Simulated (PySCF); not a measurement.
From one molecule to another.

First species: C₁₃H₁₂.
SMILES: `Cc1ccc2cccc3c2c1CC3`

Second species: C₅H₁₃BSi.
InChI=1S/C5H13BSi/c7-5-6-3-1-2-4-6/h1-5H2,7H3

Levels: PBE0/def2-SVPD for HOMO energy, LUMO energy, HOMO–LUMO gap and static isotropic polarisability; TDDFT PBE0/def2-SVPD for lowest singlet excitation. Geometries: PBE0-D3(BJ)/def2-SVP. All species are isolated and taken at one optimised geometry, non-relativistic unless stated. Electronic properties by PySCF.

```json
{"property": "HOMO energy", "column X": "-8.01 eV", "column Y": "-5.86 eV"}
{"property": "LUMO energy", "column X": "-0.49 eV", "column Y": "-0.97 eV"}
{"property": "HOMO–LUMO gap", "column X": "7.52 eV", "column Y": "4.89 eV"}
{"property": "lowest singlet excitation", "column X": "5.83 eV", "column Y": "4.23 eV"}
{"property": "static isotropic polarisability", "column X": "99.3 au", "column Y": "151.7 au"}
```

Question: Which column belongs to which species?

Answer: Column X is the second species and column Y the first. The first has 25 atoms and 90 electrons, the second 20 and 62.

Question: How does each property change from the first species to the second?

Answer: HOMO energy -2.15 eV; LUMO energy +0.48 eV; HOMO–LUMO gap +2.63 eV; lowest singlet excitation +1.60 eV; static isotropic polarisability -52.4 au.

On the first: The 10 singlets span 4.23 to 6.24 eV, and their oscillator strengths add up to 1.45. The principal polarisabilities are 84.7, 166.1 and 204.4 au; their mean is the isotropic value.

On the second: S1 lies 1.69 eV below the HOMO–LUMO gap; its leading configuration is HOMO→LUMO, weight 0.98. The principal polarisabilities are 87.8, 93.8 and 116.2 au; their mean is the isotropic value.
